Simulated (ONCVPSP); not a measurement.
Varying the ONCV potential for Li (Z = 3)

Base potential:

| Quantity | Value |
| --- | --- |
| Element | lithium |
| Generator | ONCVPSP 4.0.1 |
| Type | optimised norm-conserving Vanderbilt (ONCV) |
| Functional | PBE |
| Relativity | scalar-relativistic |
| Frozen core | none |
| Valence charge | 3 |
| Reference configuration | 1s2 2s1 |
| Partial waves | 1s+2s: rc 1.10 bohr, ncon 5, nbas 10, qcut 14.2 1/bohr, 2 projectors; p scattering state at 0.26 Ha: rc 1.20 bohr, ncon 5, nbas 9, qcut 7.5 1/bohr, 2 projectors, debl 0.7 Ha |
| Local potential | polynomial inside 1.05 bohr (lpopt 5, dvloc0 0 Ha) |
| Core correction | none |

Cutoffs, loose and tight: the cutoffs (Ha) at which the residual kinetic energy of the hardest occupied pseudo-wave falls to 1 and 0.1 mHa per electron. They do not see the model core or the augmentation charge, which bear on the density cutoff. Test errors are all-electron minus pseudo excitation energies from the reference, over the configurations 1s2 2s0; 1s2 2s0.5; 1s2 2s0 2p1; 1s1 2s1. A dash means not determined; rows that change the core or the reference have their own tests.

```csv
change,outcome,"cutoff, loose","cutoff, tight",bound ghosts,GHOST(+) flags above zero,largest test error (meV)
base,generated,58 Ha,70 Ha,none,none,+457
p: nproj 1,generated,58 Ha,70 Ha,none,none,+457
"p: rc 1.1, qcut 8.2, nproj 0; local potential the p channel",generated,58 Ha,70 Ha,none,none,+454
"local potential polynomial inside 1.05 bohr (lpopt 5, dvloc0 -3 Ha)",generated,58 Ha,70 Ha,none,p,+460
s: nbas 8,generated,58 Ha,71 Ha,none,none,+446
"reference 1s2 2p1; waves 1s: rc 1.10 bohr, ncon 5, nbas 10, qcut 14.2 1/bohr, 2 projectors, debl 1 Ha; 2p: rc 1.20 bohr, ncon 5, nbas 9, qcut 7.5 1/bohr, 2 projectors, debl 0.7 Ha","generated, projector energies reset by the program",58 Ha,70 Ha,none,none,+441
s: rc 1.06,generated,60 Ha,73 Ha,none,none,+419
```

**Question.** What comes out with this change to the base: functional PBEsol; p: rc 1.1, qcut 8.2?

**Answer.** outcome: generated; cutoff, loose: 57 Ha; cutoff, tight: 69 Ha; bound ghosts: none; GHOST(+) flags above zero: none; largest test error (meV): +446.
